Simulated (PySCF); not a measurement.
## Working with the constants of FeSe

PBE constants of FeSe, ⁵Δ (quintet), unpaired electrons σ ↑, π ↑↑, δ ↑ (PySCF, no relativity, basis sets Fe def2-TZVPP, Se def2-TZVPP; masses 55.9349 and 79.9165 u):

* ωe: 374.7 cm⁻¹
* ωexe: 1.02 cm⁻¹
* Be: 0.11113 cm⁻¹
* αe: 0.000426 cm⁻¹

Question: What force constant and bond length do these constants imply?

Answer: Reduced mass μred = 32.905 u; k = 5.8918×10⁻⁷·μred·ωe² (u, cm⁻¹, mdyn/Å) = 2.72 mdyn/Å; Re = √(16.8576/(μred·Be)) (u, cm⁻¹, Å) = 2.147 Å.

Question: Estimate the centrifugal constant D from the Kratzer relation and find the Dunham coefficient a1.

Answer: D = 4Be³/ωe² = 3.91e-08 cm⁻¹; a1 = −1 − αeωe/(6Be²) = -3.15.

De is left out where the level can put another filling of the metal’s s and d shells below the measured ground configuration, by anything from nothing to about 1 eV. Spin–orbit coupling is left out. With d or f electrons several states lie close, and the lowest PBE0 determinant need not be the measured ground state.
